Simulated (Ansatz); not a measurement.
Reactions of AlFH7NSi2, SMILES `F[SiH2][AlH][NH][SiH3]`.

Isolated molecules relaxed with PBE0-D4/def2-TZVP in Ansatz; ΔE leaves out vibrations. CCSD(T)/CBS is the MP2 limit (def2-TZVPP, def2-QZVPP) plus CCSD(T) − MP2 in def2-TZVPP, frozen cores. This one scheme is used for every species. Elements past krypton have def2 core potentials. For Te outer-core shells are correlated without core-valence functions, which leaves a few kJ/mol of doubt a bond. One conformer a species, not always the lowest.

Order these by ΔE at CCSD(T)/CBS, lowest first. (An estimate is asked.)
A. `F[SiH2][AlH][NH][SiH3]` + H₂Te → `[SiH3][NH][AlH][TeH]` + `F[SiH3]`
B. `F[SiH2][AlH][NH][SiH3]` + HCl → `F[SiH2][AlH][Cl]` + `N[SiH3]`
C. `F[SiH2][AlH][NH][SiH3]` + HCl → `[SiH3][NH][AlH][Cl]` + `F[SiH3]`
D. `F[SiH2][AlH][NH][SiH3]` + H₂ → `F[SiH2][AlH2]` + `N[SiH3]`
E. `F[SiH2][AlH][NH][SiH3]` + NH₃ → `N[SiH2]F` + `[AlH2][NH][SiH3]`
F. `F[SiH2][AlH][NH][SiH3]` + H₂ → `[AlH2][NH][SiH3]` + `F[SiH3]`
G. `F[SiH2][AlH][NH][SiH3]` + H–F → `[F][AlH][NH][SiH3]` + `F[SiH3]`

G (-196.5 kJ/mol), C (-176.1 kJ/mol), A (-131.2 kJ/mol), E (-79.4 kJ/mol), B (-56.6 kJ/mol), F (-26.2 kJ/mol), D (+95.6 kJ/mol).

Largest T1 diagnostic: 0.012, for `F[SiH2][AlH][NH][SiH3]`.
